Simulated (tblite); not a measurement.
Record of a relaxation.

C5H12Si2.
Numbering: `[CH:1]#[C:2][Si@H:3]([SiH3:4])[CH:5]([CH3:6])[CH3:7]` (hydrogens: H8 on C1; H9 on Si3; H10, H11, H12 on Si4; H13 on C5; H14, H15, H16 on C6; H17, H18, H19 on C7)

Computed with GFN2-xTB (tblite), gas phase: L-BFGS steps from a force-field or distance-geometry start until the largest atomic force falls under 0.01 eV/Å. 9 of its 135 geometries are shown.

Step 0: E = -548.8159 eV, largest atomic force 1.564 eV/Å
```
atom  x, y, z in Å  |  force x, y, z in eV/Å
C1      0.232    3.191    1.452   -0.008  -0.486  -0.123
C2      0.382    2.025    1.148   -0.226   1.440   0.568
Si3     0.662    0.268    0.698    0.405   0.376   0.848
Si4     2.156    0.215   -0.940    1.356   0.242  -0.739
C5     -0.970   -0.490    0.265   -1.308   0.423   0.224
C6     -0.887   -1.975    0.517    0.021  -0.653   0.249
C7     -1.434   -0.183   -1.147   -1.000  -0.456  -0.627
H8      0.070    4.214    1.716    0.116  -0.562  -0.169
H9      1.213   -0.487    1.831   -0.041   0.139   0.366
H10     2.139    1.495   -1.669    0.064  -0.269  -0.133
H11     2.050   -0.953   -1.807    0.032   0.031  -0.203
H12     3.484    0.139   -0.278   -0.178  -0.003  -0.287
H13    -1.750   -0.068    0.953    0.527  -0.257  -0.367
H14    -0.454   -2.498   -0.364   -0.245   0.241   0.687
H15    -0.205   -2.088    1.391   -0.816  -0.638  -0.569
H16    -1.898   -2.388    0.726    0.817   0.013  -0.081
H17    -2.532   -0.373   -1.149    0.577   0.231  -0.377
H18    -1.001   -0.897   -1.892   -0.104   0.786   0.562
H19    -1.267    0.863   -1.459    0.012  -0.597   0.171
```

Step 17: E = -549.2558 eV, largest atomic force 0.262 eV/Å
```
atom  x, y, z in Å  |  force x, y, z in eV/Å
C1      0.209    3.227    1.480    0.021  -0.244  -0.093
C2      0.367    2.063    1.211   -0.032   0.218  -0.035
Si3     0.699    0.303    0.722   -0.124  -0.007  -0.044
Si4     2.267    0.240   -0.980    0.071  -0.006  -0.057
C5     -1.004   -0.507    0.308    0.058  -0.137  -0.047
C6     -0.949   -2.020    0.523    0.009  -0.010   0.003
C7     -1.477   -0.200   -1.113    0.103   0.074   0.073
H8      0.058    4.240    1.716   -0.018   0.045   0.043
H9      1.133   -0.315    1.987    0.066  -0.058   0.066
H10     2.252    1.428   -1.835   -0.039   0.060   0.020
H11     2.115   -0.890   -1.899   -0.055  -0.090   0.000
H12     3.629    0.137   -0.448   -0.011   0.003   0.035
H13    -1.745   -0.102    1.004    0.025   0.060   0.034
H14    -0.456   -2.511   -0.315    0.052   0.021   0.003
H15    -0.395   -2.261    1.425   -0.003  -0.055   0.107
H16    -1.943   -2.454    0.622   -0.044   0.062  -0.071
H17    -2.540   -0.413   -1.226    0.058  -0.022  -0.031
H18    -0.925   -0.802   -1.835   -0.022   0.029   0.013
H19    -1.306    0.847   -1.354   -0.115   0.057  -0.019
```

Step 34: E = -549.3076 eV, largest atomic force 0.114 eV/Å
```
atom  x, y, z in Å  |  force x, y, z in eV/Å
C1      0.177    3.209    1.432    0.011  -0.107  -0.032
C2      0.379    2.063    1.120   -0.028   0.073   0.065
Si3     0.741    0.285    0.715    0.000   0.058  -0.036
Si4     2.284    0.204   -1.009   -0.002  -0.011  -0.027
C5     -0.969   -0.516    0.341    0.007   0.009  -0.009
C6     -0.975   -2.031    0.517    0.040   0.021  -0.027
C7     -1.457   -0.163   -1.060    0.040   0.060  -0.013
H8     -0.005    4.209    1.706   -0.006   0.003  -0.033
H9      1.222   -0.256    1.999    0.000  -0.080   0.051
H10     2.210    1.402   -1.854    0.031  -0.046   0.024
H11     2.076   -0.945   -1.901    0.036   0.003   0.015
H12     3.656    0.111   -0.491   -0.090   0.001  -0.056
H13    -1.678   -0.093    1.058   -0.103   0.000   0.050
H14    -0.320   -2.503   -0.212    0.058  -0.022  -0.014
H15    -0.641   -2.310    1.512    0.021  -0.026   0.065
H16    -1.978   -2.432    0.369    0.005   0.019   0.013
H17    -2.461   -0.547   -1.233   -0.015   0.011   0.017
H18    -0.800   -0.592   -1.813    0.043  -0.037  -0.046
H19    -1.470    0.914   -1.201   -0.050   0.071  -0.008
```

Step 50: E = -549.3207 eV, largest atomic force 0.032 eV/Å
```
atom  x, y, z in Å  |  force x, y, z in eV/Å
C1      0.160    3.206    1.418    0.011  -0.025  -0.004
C2      0.384    2.051    1.168    0.005   0.021  -0.002
Si3     0.740    0.280    0.735    0.004   0.027  -0.014
Si4     2.256    0.177   -1.017    0.004  -0.001   0.010
C5     -0.976   -0.499    0.351    0.015  -0.021  -0.014
C6     -0.948   -2.015    0.515   -0.003  -0.018  -0.005
C7     -1.452   -0.130   -1.051    0.000   0.016  -0.007
H8     -0.036    4.215    1.648   -0.004  -0.011  -0.006
H9      1.218   -0.332    1.992    0.006   0.008   0.024
H10     2.198    1.366   -1.871   -0.013  -0.019  -0.002
H11     2.068   -0.984   -1.898   -0.018   0.007   0.019
H12     3.629    0.089   -0.512   -0.004  -0.005  -0.001
H13    -1.701   -0.096    1.067   -0.006  -0.027  -0.016
H14    -0.238   -2.470   -0.176    0.000   0.025   0.009
H15    -0.662   -2.290    1.529    0.005  -0.005  -0.016
H16    -1.930   -2.442    0.313    0.007   0.003   0.006
H17    -2.437   -0.553   -1.248   -0.006   0.018   0.009
H18    -0.768   -0.514   -1.808    0.005   0.006   0.017
H19    -1.515    0.951   -1.164   -0.007   0.001  -0.006
```

Step 67: E = -549.3263 eV, largest atomic force 0.059 eV/Å
```
atom  x, y, z in Å  |  force x, y, z in eV/Å
C1      0.146    3.227    1.396    0.006  -0.022   0.004
C2      0.384    2.070    1.166   -0.027   0.018   0.008
Si3     0.738    0.288    0.777   -0.028   0.052   0.000
Si4     2.222    0.133   -0.994    0.007  -0.004   0.010
C5     -0.965   -0.503    0.357    0.001  -0.002   0.016
C6     -0.902   -2.023    0.473    0.000   0.002  -0.012
C7     -1.443   -0.087   -1.032    0.015  -0.002   0.000
H8     -0.061    4.237    1.611    0.008  -0.018  -0.016
H9      1.193   -0.291    2.059   -0.002   0.003  -0.023
H10     2.145    1.282   -1.899   -0.024   0.008  -0.016
H11     1.977   -1.063   -1.808    0.016  -0.023  -0.024
H12     3.614    0.056   -0.547    0.025  -0.019   0.027
H13    -1.706   -0.143    1.078   -0.011  -0.001   0.039
H14    -0.165   -2.435   -0.216    0.000   0.009   0.000
H15    -0.628   -2.318    1.484    0.001  -0.014  -0.026
H16    -1.867   -2.472    0.238    0.000   0.012   0.004
H17    -2.428   -0.503   -1.246   -0.001   0.010   0.027
H18    -0.758   -0.444   -1.799    0.021   0.006  -0.013
H19    -1.507    0.997   -1.106   -0.008  -0.015  -0.006
```

Step 84: E = -549.3298 eV, largest atomic force 0.031 eV/Å
```
atom  x, y, z in Å  |  force x, y, z in eV/Å
C1      0.132    3.248    1.378    0.006  -0.012   0.003
C2      0.362    2.089    1.156    0.003  -0.003   0.009
Si3     0.730    0.304    0.794    0.002   0.024  -0.013
Si4     2.209    0.097   -0.979    0.003  -0.002   0.001
C5     -0.963   -0.503    0.374    0.009   0.001   0.003
C6     -0.875   -2.024    0.436   -0.003  -0.004   0.003
C7     -1.443   -0.062   -1.006   -0.008   0.006   0.012
H8     -0.071    4.262    1.583    0.001  -0.022  -0.018
H9      1.191   -0.258    2.081   -0.007   0.008  -0.008
H10     2.107    1.214   -1.921    0.013   0.008   0.005
H11     1.974   -1.120   -1.767    0.001  -0.018   0.004
H12     3.602    0.027   -0.531    0.004   0.014   0.008
H13    -1.707   -0.178    1.110    0.000  -0.003  -0.007
H14    -0.134   -2.399   -0.269   -0.006   0.002  -0.005
H15    -0.596   -2.356    1.434    0.006  -0.005   0.007
H16    -1.835   -2.475    0.186   -0.006  -0.015   0.001
H17    -2.427   -0.476   -1.227   -0.001  -0.012   0.005
H18    -0.753   -0.403   -1.777   -0.021   0.023  -0.004
H19    -1.514    1.023   -1.061    0.005   0.010  -0.007
```

Step 100: E = -549.3352 eV, largest atomic force 0.035 eV/Å
```
atom  x, y, z in Å  |  force x, y, z in eV/Å
C1      0.117    3.259    1.306    0.000  -0.011  -0.015
C2      0.352    2.095    1.114    0.005   0.018  -0.005
Si3     0.728    0.307    0.790    0.000  -0.014   0.015
Si4     2.244    0.043   -0.942    0.010   0.003   0.001
C5     -0.962   -0.513    0.386   -0.008  -0.008  -0.003
C6     -0.840   -2.034    0.359    0.002   0.011  -0.015
C7     -1.512    0.001   -0.941    0.014   0.016   0.001
H8     -0.093    4.276    1.477   -0.003   0.013   0.004
H9      1.176   -0.219    2.098   -0.004  -0.006  -0.012
H10     2.152    1.088   -1.965   -0.006  -0.006   0.023
H11     2.070   -1.235   -1.645    0.008   0.008   0.003
H12     3.618    0.056   -0.433    0.009   0.000  -0.018
H13    -1.679   -0.249    1.170   -0.003  -0.001   0.000
H14    -0.135   -2.355   -0.406    0.004   0.016  -0.009
H15    -0.492   -2.411    1.320   -0.031  -0.002  -0.016
H16    -1.803   -2.492    0.137    0.003  -0.016   0.031
H17    -2.489   -0.434   -1.155    0.018  -0.014   0.009
H18    -0.840   -0.256   -1.761   -0.020   0.000   0.007
H19    -1.623    1.084   -0.917    0.004  -0.006  -0.001
```

Step 117: E = -549.3364 eV, largest atomic force 0.013 eV/Å
```
atom  x, y, z in Å  |  force x, y, z in eV/Å
C1      0.115    3.262    1.272   -0.001  -0.005  -0.007
C2      0.355    2.097    1.094   -0.002   0.001   0.003
Si3     0.728    0.304    0.793    0.004  -0.008   0.009
Si4     2.265    0.027   -0.919    0.002   0.004   0.004
C5     -0.963   -0.516    0.392    0.002   0.002  -0.003
C6     -0.834   -2.034    0.332   -0.003  -0.002  -0.001
C7     -1.534    0.018   -0.918    0.001   0.002  -0.003
H8     -0.100    4.280    1.435    0.002   0.003  -0.003
H9      1.165   -0.216    2.106    0.000  -0.001   0.001
H10     2.155    1.058   -1.955   -0.005   0.004  -0.003
H11     2.114   -1.264   -1.603   -0.002  -0.002  -0.005
H12     3.641    0.069   -0.419   -0.002   0.003   0.003
H13    -1.673   -0.272    1.190    0.000   0.004   0.005
H14    -0.149   -2.332   -0.461    0.003  -0.004  -0.006
H15    -0.459   -2.430    1.274    0.001  -0.005   0.005
H16    -1.800   -2.498    0.131   -0.006  -0.002   0.000
H17    -2.508   -0.425   -1.127    0.004   0.000   0.003
H18    -0.872   -0.217   -1.751    0.000   0.002  -0.002
H19    -1.656    1.099   -0.872    0.001   0.002  -0.002
```

Step 134: E = -549.3368 eV, largest atomic force 0.010 eV/Å
```
atom  x, y, z in Å  |  force x, y, z in eV/Å
C1      0.119    3.257    1.252   -0.003   0.003  -0.004
C2      0.359    2.089    1.096    0.001  -0.010  -0.001
Si3     0.731    0.294    0.804   -0.005   0.001  -0.006
Si4     2.264    0.032   -0.914   -0.006  -0.001   0.003
C5     -0.961   -0.521    0.396   -0.001   0.007   0.004
C6     -0.839   -2.040    0.328   -0.002   0.007  -0.001
C7     -1.530    0.023   -0.911    0.000   0.000   0.004
H8     -0.095    4.278    1.397    0.004  -0.004   0.001
H9      1.163   -0.227    2.119    0.001   0.003  -0.006
H10     2.138    1.067   -1.944    0.000   0.002   0.002
H11     2.123   -1.255   -1.607    0.001   0.004   0.006
H12     3.641    0.086   -0.417    0.000   0.000  -0.001
H13    -1.671   -0.277    1.194    0.004  -0.003   0.004
H14    -0.160   -2.336   -0.470    0.006  -0.006   0.001
H15    -0.462   -2.442    1.266    0.002  -0.002  -0.001
H16    -1.808   -2.496    0.129   -0.005  -0.007   0.000
H17    -2.503   -0.421   -1.123   -0.001   0.003  -0.004
H18    -0.867   -0.206   -1.745    0.004  -0.004   0.000
H19    -1.652    1.103   -0.858    0.000   0.005  -0.001
```

**Question.** Summarise the path.

**Answer.** The energy falls by 0.5209 eV from step 0 to step 134; nine tenths of that is first reached at step 25. It rises by more than 0.2 meV at step 2. The largest force goes from 1.564 to 0.010 eV/Å. Among the bonds Si3–Si4 changes most, from 2.217 to 2.318 Å; the atoms move by 0.392 Å rms after alignment.

**Question.** Follow the three bonds and two angles with the largest change from start to end.

**Answer.** 
```
step  E above end (eV)  largest force (eV/Å)  Si3–Si4 (Å)  Si3–C5 (Å)  C7–H18 (Å)  Si4–Si3–H9 (°)  H10–Si4–H11 (°)
   0            0.5209                 1.564        2.217       1.851       1.119           107.7            113.6
   6            0.1927                 0.555        2.286       1.912       1.089           110.4            112.0
  12            0.1072                 0.309        2.316       1.925       1.090           112.2            105.9
  17            0.0810                 0.262        2.315       1.931       1.090           114.9            105.0
  23            0.0571                 0.170        2.330       1.919       1.088           116.1            107.3
  29            0.0409                 0.138        2.308       1.922       1.092           115.5            107.0
  35            0.0271                 0.100        2.315       1.929       1.088           114.5            106.4
  41            0.0200                 0.073        2.318       1.924       1.090           113.7            106.5
  47            0.0170                 0.048        2.317       1.924       1.089           114.1            106.7
  52            0.0157                 0.031        2.319       1.923       1.090           114.4            106.5
  58            0.0144                 0.044        2.317       1.923       1.089           115.1            106.1
  64            0.0121                 0.062        2.317       1.923       1.089           115.5            106.3
  70            0.0095                 0.048        2.317       1.924       1.090           115.8            106.8
  76            0.0081                 0.030        2.317       1.922       1.090           115.9            106.6
  82            0.0073                 0.029        2.318       1.922       1.089           115.5            106.1
  87            0.0062                 0.060        2.318       1.922       1.091           115.5            106.0
  93            0.0043                 0.054        2.317       1.921       1.089           115.4            106.4
  99            0.0018                 0.039        2.317       1.921       1.090           115.0            106.2
 105            0.0009                 0.024        2.317       1.921       1.090           114.6            106.1
 111            0.0006                 0.026        2.318       1.922       1.090           114.6            106.3
 117            0.0004                 0.013        2.317       1.922       1.090           114.7            106.4
 122            0.0003                 0.012        2.317       1.922       1.090           114.9            106.4
 128            0.0001                 0.014        2.317       1.921       1.090           115.2            106.2
 134            0.0000                 0.010        2.318       1.922       1.090           115.2            106.2
```

The cost below is that of the whole relaxation. Hardware: one thread of an Arm Neoverse N1, shared host with 64 logical CPUs at a one-minute load of 55. Cost: 1.8 s.
